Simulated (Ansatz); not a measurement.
Stepwise reaction of `Cl[SiH](Cl)[SiH](Cl)Cl` with water, as a gas-phase model of exchange steps in deposition or etching. ΔE in kJ/mol.

Gas-phase electronic energies from Ansatz, PBE0-D4/def2-TZVP geometries. CCSD(T)/CBS is the MP2 limit (def2-TZVPP, def2-QZVPP) plus CCSD(T) − MP2 in def2-TZVPP, frozen cores. This one scheme is used for every species. Functionals use def2-TZVPP. B3LYP here is the variant with VWN-RPA as its local correlation; programs differ in this. Each species was taken in one conformer, which may not be the lowest.

| step | reaction | PBE-D4 | B3LYP-D4 | ωB97M-V | CCSD(T)/CBS |
| --- | --- | --- | --- | --- | --- |
| 1 | `Cl[SiH](Cl)[SiH](Cl)Cl` + H₂O → `O[SiH](Cl)[SiH](Cl)Cl` + HCl | 1.4 | -4.9 | -4.1 | -1.0 |

(1) Give the row of step 2, `O[SiH](Cl)[SiH](Cl)Cl` + H₂O → `O[SiH](O)[SiH](Cl)Cl` + HCl. (Best estimate.)

(2) By hand: ΔE of the 2 steps together at CCSD(T)/CBS.

## Answers

(1) Ansatz gave: 
```tsv
step	reaction	PBE-D4	B3LYP-D4	ωB97M-V	CCSD(T)/CBS
2	`O[SiH](Cl)[SiH](Cl)Cl` + H₂O → `O[SiH](O)[SiH](Cl)Cl` + HCl	5.0	-2.4	-1.8	0.7
```

(2) (-1.0) + (0.7) = -0.3 kJ/mol, or -0.2 kJ/mol a step.

In ΔE the steps differ by no more than 1.7 kJ/mol. PBE-D4 differs from CCSD(T)/CBS by 2.4 to 4.3 kJ/mol a step. Only this route is followed, and other bonds may react first. Isolated molecules leave out the surface, adducts and barriers. Largest T1 diagnostic: 0.011.
